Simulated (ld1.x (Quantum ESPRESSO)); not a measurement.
**titanium (Ti): excitation energies, all-electron against TM semilocal**

- Element: titanium (Ti)
- Generator: ld1.x (Quantum ESPRESSO) 7.5
- Type: norm-conserving Troullier–Martins (semilocal form)
- Functional: LDA (PZ)
- Relativity: scalar-relativistic
- Frozen core: [Ne]
- Valence charge: 12
- Reference configuration: 3s2 3p6 3d1 4s0 4p0 (charge +3)
- Partial waves: 3p (bound): rc 1.70 bohr; 3d (bound): rc 1.55 bohr; 3s (bound): rc 1.30 bohr
- Local potential: the s channel
- Core correction: Bessel-smoothed model core inside 1.10 bohr

Energies are relative to the spin-unpolarised reference configuration 3s2 3p6 3d1 4s0 4p0; without spin polarisation the order of configurations can differ from experiment. Spin-polarised rows fill each open shell by Hund’s rule, majority spin first.

```json
{"valence configuration": "3s2 3p6 3d2 4s2 4p0", "charge": "0", "ΔE all-electron (eV)": "-48.525", "error AE − PS (meV)": "+348"}
{"valence configuration": "3s2 3p6 3d2 4s1 4p0", "charge": "+1", "ΔE all-electron (eV)": "-40.990", "error AE − PS (meV)": "+242"}
{"valence configuration": "3s2 3p6 3d2 4s0 4p0", "charge": "+2", "ΔE all-electron (eV)": "-27.190", "error AE − PS (meV)": "+25"}
{"valence configuration": "3s2 3p6 3d1 4s2 4p0", "charge": "+1", "ΔE all-electron (eV)": "-38.545", "error AE − PS (meV)": "+626"}
{"valence configuration": "3s2 3p6 3d2 4s0 4p2", "charge": "0", "ΔE all-electron (eV)": "-42.091", "error AE − PS (meV)": "+44"}
{"valence configuration": "3s2 3p6 3d2.5 4s1.5 4p0", "charge": "0", "ΔE all-electron (eV)": "-48.202", "error AE − PS (meV)": "+233"}
{"valence configuration": "3s2 3p6 3d1 4s2 4p1", "charge": "0", "ΔE all-electron (eV)": "-43.711", "error AE − PS (meV)": "+548"}
{"valence configuration": "3s2 3p6 3d1 4s0 4p0 (spin-polarised)", "charge": "+3", "ΔE all-electron (eV)": "-0.237", "error AE − PS (meV)": "+25"}
```

Task: What are ΔE and the potential's error for 3s2 3p6 3d2 4s2 4p0 (spin-polarised)?

Result: ΔE = -49.196 eV all-electron; the error (AE − PS) is +400 meV.

Levels in the configuration 3s2 3p6 3d2 4s0 4p2:

```json
{"level": "3s", "all-electron (eV)": "-64.819", "pseudo (eV)": "-64.765"}
{"level": "3p", "all-electron (eV)": "-41.332", "pseudo (eV)": "-41.285"}
{"level": "3d", "all-electron (eV)": "-6.803", "pseudo (eV)": "-6.791"}
{"level": "4p", "all-electron (eV)": "-2.655", "pseudo (eV)": "-2.656"}
```
